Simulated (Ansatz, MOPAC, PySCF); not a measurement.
Members of the series B-XY, Y = hydroxy; each row names its spin state. Gas-phase values, no solvent. One relaxed conformer stands for each flexible species; it need not be the lowest. Strings in code marks are SMILES.

Quantity: adiabatic spin-state energy, in kJ/mol. HF references are unrestricted for open shells and restricted for singlets. The restricted reference of `N[B-]O`, `O[B-]S`, `O[B-][AlH2]` and `[BH-]O` is unstable towards unrestricted orbitals. Semi-empirical values (MOPAC) are differences of heats of formation. Levels without diffuse functions put anions too high.

Level 1: frozen-core CCSD(T)/aug-cc-pVTZ // B3LYP-D3(BJ)/def2-TZVPD (Ansatz, an electronic-structure program)
Level 2: PBE-D3(BJ)/def2-TZVPD // B3LYP-D3(BJ)/def2-TZVPD (PySCF)
Level 3: PBE/6-31G* // B3LYP-D3(BJ)/def2-TZVPD (PySCF)
Level 4: PM7 // B3LYP-D3(BJ)/def2-TZVPD (MOPAC)

```tsv
species	level 1	level 2	level 3	level 4
`O[B-]S`: multiplicity 3 minus multiplicity 1	139.9	___	83.4	25.54
`O[B-][AlH2]`: multiplicity 3 minus multiplicity 1	46.1	26.79	___	___
`B[B-]O`: multiplicity 3 minus multiplicity 1	75.7	59.2	57.9	170.3
`[BH-]O`: multiplicity 3 minus multiplicity 1	64.2	___	___	84.4
`N[B-]O`: multiplicity 3 minus multiplicity 1	72.4	100.6	261.2	77.1
```

### Question
What belongs in the gaps?

### Answer

- `O[B-]S`: multiplicity 3 minus multiplicity 1, level 2: 101.5
- `O[B-][AlH2]`: multiplicity 3 minus multiplicity 1, level 3: 41.40
- `O[B-][AlH2]`: multiplicity 3 minus multiplicity 1, level 4: 36.54
- `[BH-]O`: multiplicity 3 minus multiplicity 1, level 2: 70.0
- `[BH-]O`: multiplicity 3 minus multiplicity 1, level 3: 123.0
